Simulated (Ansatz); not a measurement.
Task: Name a neutral molecule of B, C, S and H with LUMO energy (B3LYP/def2-TZVPP) between -2.80 and -2.50 eV and HOMO energy (B3LYP/def2-TZVPP) between -6.90 and -6.60 eV (Ansatz, PBE0-D4/def2-TZVP geometry).

Result: `CBC=S` (-2.77 eV, -6.73 eV). Other molecules can fit too; these were computed, each in one conformer that needn't be the lowest.

B3LYP here is the variant with VWN-RPA as its local correlation; programs differ in this.
